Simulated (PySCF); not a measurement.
Compound: C₅H₆N₂OS.
Geometry (GFN2-xTB, Å), atoms numbered from 1 in this order:
```
atom  x, y, z in Å
C1    -2.2829    0.1203   -0.5424
S2    -1.4677    0.4673    1.0847
O3    -1.6516   -0.7322    1.8966
C4     0.2156    0.2994    0.3748
C5     0.9674   -0.8182    0.6697
C6     2.2433   -0.8772    0.1099
N7     2.7275    0.0848   -0.6509
N8     2.0217    1.1408   -0.9122
C9     0.8022    1.2739   -0.4288
H10   -1.9547   -0.8440   -0.9152
H11   -2.0272    0.9147   -1.2337
H12   -3.3537    0.1023   -0.3663
H13    0.5661   -1.5935    1.3059
H14    2.9008   -1.7182    0.2781
H15    0.2888    2.1878   -0.6921
```

Computed at PBE0/pcSseg-1 (PySCF, non-relativistic), with Q(33S) = −0.0678 b, Q(17O) = −0.0256 b, Q(14N) = 0.02044 b: S2, 33S (I = 3/2): χzz = 32.49 MHz, η = 0.115; O3, 17O (I = 5/2): χzz = -10.18 MHz, η = 0.376; N7, 14N (I = 1): χzz = -6.418 MHz, η = 0.185; N8, 14N (I = 1): χzz = -6.298 MHz, η = 0.182.

Q: Where would the pure quadrupole (NQR) lines of 33S at S2 fall for the rigid, isolated species?

A: From ν = (|χ|/2)√(1 + η²/3): ν = 16.28 MHz (sulfinyl sulfur).

Q: Where would the pure quadrupole (NQR) lines of 17O at O3 fall for the rigid, isolated species?

A: From the eigenvalues of H = χ/[4I(2I − 1)] × [3Iz² − I(I + 1) + η(Ix² − Iy²)], steps between neighbouring levels, labelled as for η = 0: ±1/2↔±3/2 1.747 MHz, ±3/2↔±5/2 2.975 MHz (sulfinyl oxygen).

Q: Where would the pure quadrupole (NQR) lines of 14N at N7 fall for the rigid, isolated species?

A: From ν± = (3/4)|χ|(1 ± η/3) and ν0 = |χ|η/2: ν+ 5.110 MHz, ν− 4.517 MHz, ν0 0.592 MHz (pyridine-type nitrogen).

Q: Where would the pure quadrupole (NQR) lines of 14N at N8 fall for the rigid, isolated species?

A: From ν± = (3/4)|χ|(1 ± η/3) and ν0 = |χ|η/2: ν+ 5.009 MHz, ν− 4.437 MHz, ν0 0.573 MHz (pyridine-type nitrogen).

In a crystal, neighbours and librations shift these lines. GFN2-xTB bond lengths can be off by several hundredths of an ångström, more for odd bonds, and the gradients follow them. These gradients aren't converged with respect to the basis.

The run behind these numbers computed NMR shieldings as well. Time: 47 s; peak memory 0.84 GiB. Hardware: one thread, Intel Xeon at 2.70 GHz (x86_64), no GPU, shared host.

One conformer stands for the species.
